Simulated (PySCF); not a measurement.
Species: C₇H₄F₃N.
Numbering: `[F:1][C:2]([F:3])=[C:4]([F:5])[c:6]1[cH:7][cH:8][cH:9][cH:10][n:11]1`

Structure used (PBE0-D3(BJ)/def2-SVP), in Å, numbered top down from 1:
```
atom  x, y, z in Å
F1     4.062    0.038    0.089
C2     2.815    0.431    0.094
F3     2.709    1.719    0.205
C4     1.795   -0.437   -0.003
F5     2.126   -1.731   -0.101
C6     0.363   -0.143   -0.010
C7    -0.552   -1.204   -0.091
C8    -1.908   -0.903   -0.093
C9    -2.306    0.429   -0.017
C10   -1.313    1.407    0.057
N11   -0.016    1.136    0.062
H12   -0.195   -2.232   -0.149
H13   -2.648   -1.705   -0.153
H14   -3.361    0.710   -0.016
H15   -1.587    2.467    0.117
```

Definitions: NICS(0) = −σiso at the ring centroid; NICS(1) = −σiso and NICS(1)zz = −σzz at ±1 Å along the ring normal z. Level: GIAO PBE0/pcSseg-1 (PySCF, non-relativistic, gas phase) on the PBE0-D3(BJ)/def2-SVP geometry, one conformer.

Ring bond lengths (Å), with Mayer bond orders in brackets: C6–C7 1.403 (1.30), C7–C8 1.390 (1.45), C8–C9 1.392 (1.42), C9–C10 1.396 (1.39), C10–N11 1.326 (1.51), N11–C6 1.336 (1.45).

Q: What do the NICS probes read (ppm)?

A: 
```
               ring                                               type  NICS(0)  NICS(1), two faces  NICS(1)zz, two faces  rms pucker (Å)  centre to ring atoms, mean (Å)
C6–C7–C8–C9–C10–N11  6-membered ring with N; formal bonds all aromatic     -6.7       -10.5 / -10.5         -26.0 / -26.0            0.00                            1.37
```

Q: What can be read from them?

A: 
- C6–C7–C8–C9–C10–N11: mean NICS(1)zz -26.0 ppm, shielded, aromatic by this magnetic criterion (flat ring, no four-coordinate atom).

Q: How equal are the bonds by HOMA? HOMA takes Krygowski's 1993 parameters.

A: 
- C6–C7–C8–C9–C10–N11: HOMA 0.99; the largest term is that of C6–C7, α(R − Ropt)² = 0.06. The geometric and the magnetic index point the same way.

Q: At the first NICS(1) probe listed for ring C6–C7–C8–C9–C10–N11, 1 Å off the ring, what do the in-plane components average?

A: The isotropic value is a third of the trace: (3 × -10.5 − (-26.0))/2 = -2.8 ppm.

Q: Give the inner angles of the rings and the Hirshfeld charges of the ring atoms.

A: 
- C6–C7–C8–C9–C10–N11: C6 122.8° (+0.039 e), C7 118.2° (-0.058 e), C8 119.1° (-0.028 e), C9 118.0° (-0.053 e), C10 123.6° (+0.021 e), N11 118.3° (-0.162 e); sum 720.0° against 720° for a flat convex ring.

Q: What are the shieldings of the ring atoms and their hydrogens in the same run (means over atoms taken as equivalent)?

A: 
```tsv
atoms	environment	σ isotropic (ppm)	principal values of the symmetric part, first atom (ppm)
C6	substituted aromatic carbon	30.1	-70.3, 22.2, 138.5
C7	aromatic CH carbon	61.7	-46.6, 49.0, 182.7
C8	aromatic CH carbon	42.6	-72.7, 20.9, 179.6
C9	aromatic CH carbon	58.1	-51.9, 51.0, 175.2
C10	aromatic CH next to a ring nitrogen	29.4	-80.8, 23.2, 145.6
N11	pyridine-type nitrogen	-78.4	-397.4, -140.8, 302.9
H12	aromatic hydrogen	23.79	19.5, 22.4, 29.5
H13	aromatic hydrogen	23.45	20.2, 23.6, 26.6
H14	aromatic hydrogen	24.17	21.5, 24.1, 26.9
H15	aromatic hydrogen	22.50	18.4, 23.0, 26.2
```

Q: How do the values depend on the level or the medium?

A: 
| level | NICS(0), C6–C7–C8–C9–C10–N11 | mean NICS(1)zz, C6–C7–C8–C9–C10–N11 |
| --- | --- | --- |
| PBE0/pcSseg-1, gas | -6.7 | -26.0 |
| WP04/pcSseg-2, gas | -7.1 | -25.7 |

The geometry is the same throughout.

On an Intel Xeon 6975P-C with 2 threads, on a shared host, this took 18 s wall, 44 s CPU and 1.7 GiB of memory at its peak. This is the whole shielding run at PBE0/pcSseg-1, SCF included.
